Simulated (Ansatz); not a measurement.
Cartesian coordinates (Å):
SMILES: B=NC
```xyz
7

B      1.6790    -0.1163    -0.0424
N      0.4489    -0.0310    -0.0119
C     -0.9486     0.0658     0.0238
H      2.8475    -0.1974    -0.0711
H     -1.2700     1.1081     0.1141
H     -1.3607    -0.4854     0.8748
H     -1.3961    -0.3437    -0.8873
```
Charge 0, spin multiplicity 1.

Computed with frozen-core CCSD(T)/cc-pVTZ // PBE0-D3(BJ)/def2-TZVP (Ansatz, a first-principles code).

```json
{
 "HF energy": "-119.36901 Ha",
 "MP2 correlation energy": "-0.47651 Ha"
}
```

Question: Estimate the CCSD correlation energy, the (T) correction, the total energy and the T1 diagnostic.

Answer: 
CCSD correlation energy: -0.49755 Ha
(T) correction: -0.02175 Ha
CCSD(T) total energy: -119.88831 Ha
T1 diagnostic: 0.014
